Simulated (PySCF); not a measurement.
How the method moves the HOMO and LUMO of `C=CC[SiH2]N`

Species: C3H9NSi.
SMILES with atom numbers: `[CH2:1]=[CH:2][CH2:3][SiH2:4][NH2:5]` (hydrogens: H6, H7 on C1; H8 on C2; H9, H10 on C3; H11, H12 on Si4; H13, H14 on N5)

Cartesian coordinates in Å at the PBE0-D3(BJ)/def2-SVP level; atoms count from 1:
```xyz
14
C3H9NSi angstrom
C      2.060   -0.025    1.056
C      1.194    0.547    0.213
C      0.547   -0.111   -0.960
Si    -1.218   -0.637   -0.531
N     -2.044    0.706    0.196
H      2.403   -1.055    0.913
H      2.460    0.518    1.915
H      0.883    1.582    0.406
H      1.107   -1.006   -1.279
H      0.493    0.581   -1.817
H     -1.113   -1.867    0.326
H     -1.993   -0.999   -1.759
H     -3.058    0.714    0.171
H     -1.718    1.040    1.097
```

Basis pcSseg-1 throughout (PySCF), one geometry. Isolated species at its PBE0-D3(BJ)/def2-SVP geometry (one conformer only).

How do the orbital energies, the gap and the dipole change with the method?

```tsv
method	kind	HOMO (eV)	LUMO (eV)	gap (eV)	μ (D)	SCF cycles
BLYP	GGA	-5.59	-0.67	4.92	1.04	15
OPBE	GGA	-5.70	-0.68	5.02	1.02	15
B97-D	GGA	-5.71	-0.70	5.01	1.01	15
PBE	GGA	-5.73	-0.82	4.91	1.04	15
KT2	GGA	-5.78	-0.84	4.94	0.99	16
KT3	GGA	-5.78	-0.77	5.02	0.98	16
BP86	GGA	-5.84	-0.90	4.94	1.04	16
LDA	LDA	-5.85	-1.04	4.81	1.08	15
B97-2	global hybrid	-6.69	0.13	6.82	1.00	12
B3LYP	global hybrid	-6.71	-0.06	6.66	1.02	14
PBE0	global hybrid	-6.94	0.15	7.09	1.01	13
mPW1PW91	global hybrid	-6.96	0.15	7.11	1.00	13
BHandHLYP	global hybrid	-7.93	1.21	9.14	1.00	12
CAM-B3LYP	range-separated hybrid	-8.25	1.28	9.53	1.02	12
wB97X-D	range-separated hybrid	-8.78	1.96	10.74	1.02	13
HF	Hartree–Fock	-9.39	3.71	13.09	0.99	10
LC-wPBE	range-separated hybrid	-9.62	2.44	12.06	1.02	12
```

The HOMO spans 4.04 eV, from BLYP down to LC-wPBE, and the gap runs from 4.81 eV (LDA) to 13.09 eV (HF). Over the methods BLYP (0 %), OPBE (0 %), B97-D (0 %), PBE (0 %), KT2 (0 %), KT3 (0 %), BP86 (0 %), LDA (0 %), B97-2 (21 %), B3LYP (20 %), PBE0 (25 %), mPW1PW91 (25 %), BHandHLYP (50 %), HF (100 %), a straight line through the gap against the share of exact exchange rises by 0.82 eV for each 10 % (correlation coefficient 0.999). The dipole ranges from 0.98 D (KT3) to 1.08 D (LDA). This basis has no diffuse functions.
